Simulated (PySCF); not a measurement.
Species: CH9NSeSi2.
SMILES with atom numbers: `[CH3:1][NH:2][SiH2:3][Se:4][SiH3:5]` (hydrogens: H6, H7, H8 on C1; H9 on N2; H10, H11 on Si3; H12, H13, H14 on Si5)

Geometry (PBE0-D3(BJ)/def2-SVP, Å), atoms numbered from 1 in this order:
```xyz
14
CH9NSeSi2 angstrom
C     -1.8458    0.6759    0.4821
N     -0.9271    0.0737   -0.4552
Si    -0.2466   -1.5079   -0.3427
Se     1.9012   -1.4078   -1.1167
Si     2.2760    0.5644   -0.0188
H     -1.7508    0.1855    1.4630
H     -1.6190    1.7447    0.6331
H     -2.9059    0.5950    0.1772
H     -0.8694    0.5501   -1.3493
H     -0.8844   -2.5884   -1.1589
H     -0.3215   -1.8745    1.1029
H      1.7048    1.7358   -0.7459
H      3.7592    0.7217    0.0455
H      1.7190    0.5178    1.3655
```

Linear response at CAM-B3LYP/def2-SVPD (PySCF, frozen core in the response, non-relativistic). The CAM-B3LYP/def2-SVPD calculation is non-relativistic and has no spin–orbit coupling, an omission that weighs most on selenium.

Static isotropic polarisability: 104.56 au (15.49 Å³), principal values 85.9, 109.8, 118.0 au.

Problem. What is the polarisability at 1064 nm and at the sodium D line?

Solution. 105.70 au at 1064 nm (+1.1 %), 108.43 au at 589.3 nm (+3.7 %). The rise at 589.3 nm is 3.38 times that at 1064 nm; a pure ω² law gives 3.26. The lowest singlet lies at 226 nm, shorter than both wavelengths.

Problem. What is the isotropic C6 coefficient between two such molecules, C6 = (3/π)∫α(iω)² dω?

Solution. 3762 au (Eh·bohr⁶) by a ten-point quadrature over imaginary frequencies, which is 2250 eV·Å⁶ or 217 J·nm⁶/mol.

Problem. Which effective excitation energy ω̄ makes London's formula C6 = (3/4)α²ω̄ exact here?

Solution. ω̄ = 4·C6/(3α²) = 0.459 Eh = 12.5 eV. A one-pole form α(ω) = α/(1 − ω²/ω̄²) fitted to the 1064 nm value gives 11.2 eV.

Problem. What three-body coefficient follows from the one-pole estimate C9 = (3/4)·α·C6?

Solution. 295000 au. This is an estimate from the two numbers above, not a computed integral.

Problem. How many electrons N does the Slater–Kirkwood formula C6 = (3/4)·√N·α^(3/2) need to give this C6?

Solution. N = (4·C6/3)²/α³ = 22.0; the species has 84 electrons in all.

Problem. What n − 1 at the D line would an ideal gas of it have at 273.15 K and 1 atm (2.6868 × 10¹⁹ cm⁻³), by n − 1 = 2π·N·α′?

Solution. 27.12 × 10⁻⁴, a formal value whether or not that pressure can be reached.

Problem. What does −C6/R⁶ come to at R = 12 Å between centres?

Solution. -73 J/mol. This is the leading, orientation-averaged term; C8 and higher terms are left out.

Problem. What molar refraction at the D line follows from R = (4π/3)·N_A·α′, with α′ the polarisability volume?

Solution. α′ = 16.07 Å³ gives R = 40.53 cm³/mol, for isolated, non-vibrating species.

Problem. How anisotropic is the static polarisability, by Δα² = ½[(α1 − α2)² + (α2 − α3)² + (α3 − α1)²]?

Solution. Δα = 28.9 au, or 0.28 of the isotropic value.

Cost: about 90 s of CPU time on one thread; the machine was shared, so the figure is rough. This is the whole response run at CAM-B3LYP/def2-SVPD, SCF included.

One conformer stands for the species.
